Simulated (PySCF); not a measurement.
C: excitation energy

C [He] 2s2 2p2 (3P) → C [He] 2s1 2p2 3s1 (5P), as a difference of total energies. Computed with PySCF 2.14 in aug-cc-pCVQZ-DK, with scalar relativity by spin-free X2C-1e. Correlated levels: valence: 1s2 frozen; valence and next inner shell: nothing frozen. The calculations carry no spin-orbit coupling.

| method | excitation energy (eV) |
| --- | --- |
| UHF | 11.028 |
| LDA | 12.779 |
| PBE | 12.656 |
| PBE0 | 12.598 |
| r2SCAN | 12.412 |
| BLYP | 13.195 |
| BP86 | 12.827 |
| TPSS | 12.976 |
| MP2 (valence) | 12.555 |
| SCS-MP2 (valence) | 12.939 |
| MP2 (valence and next inner shell) | 12.574 |
| SCS-MP2 (valence and next inner shell) | 12.954 |

**Question.** How much does correlation contribute at MP2 (valence and next inner shell)?

**Answer.** 12.574 − (11.028) = 1.546 eV, measured against UHF.

The upper state lies above the first ionisation limit, but in LS coupling its spin forbids autoionisation to the ground ion. A Rydberg-like electron needs more diffuse functions than a valence basis has.

The promoted electron is Rydberg-like, and one or two diffuse shells describe it only roughly, which tends to raise the upper state.
